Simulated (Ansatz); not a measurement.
Frontier orbitals of CH2FNSSi, SMILES `F[SiH]1N=C1S`.

Charge 0, multiplicity 1. The structure was optimised at the PBE0-D4/def2-TZVP level. It is one conformer, not always the lowest. Basis def2-TZVPP, Ansatz.

| functional | HOMO (eV) | LUMO (eV) | gap (eV) |
| --- | --- | --- | --- |
| LDA (SPW92) | -6.03 | -2.27 | 3.76 |
| PBE | -5.86 | -2.02 | 3.84 |
| revPBE | -5.79 | -1.93 | 3.86 |
| BLYP | -5.72 | -1.85 | 3.87 |
| B97M-V | -6.16 | -1.71 | 4.45 |
| PBE0 | -7.14 | -0.98 | 6.16 |
| B3LYP | -6.91 | -1.18 | 5.73 |
| r2SCANh | -6.57 | -1.46 | 5.11 |
| CAM-B3LYP | -8.48 | 0.24 | 8.72 |
| ωB97X-V | -9.46 | 1.33 | 10.79 |
| ωB97M-V | -9.34 | 1.24 | 10.58 |

Against PBE, PBE0 changes HOMO and LUMO by −1.28 and +1.04 eV, ωB97M-V by −3.48 and +3.26 eV. A gap of 3.84 eV thus becomes 10.58 eV for the same molecule, so an orbital gap means little without its functional. A positive LUMO is unbound and depends on the basis.

B3LYP here is the variant with VWN-RPA as its local correlation; programs differ in this.
